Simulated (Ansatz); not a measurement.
Species: C3H9In, SMILES `[CH3][In]([CH3])[CH3]` (charge 0, multiplicity 1), formula C3H9In.

Q: How many basis functions does Ansatz (an electronic-structure program) with frozen-core CCSD(T)/def2-TZVPP // B3LYP-D3(BJ)/def2-TZVP use, how many core orbitals are frozen, and how many electrons are correlated?

A: 269 basis functions and 7 frozen orbitals, which leaves 34 correlated electrons (filled d shells below the valence shell are correlated). Core time is of the order of minutes.
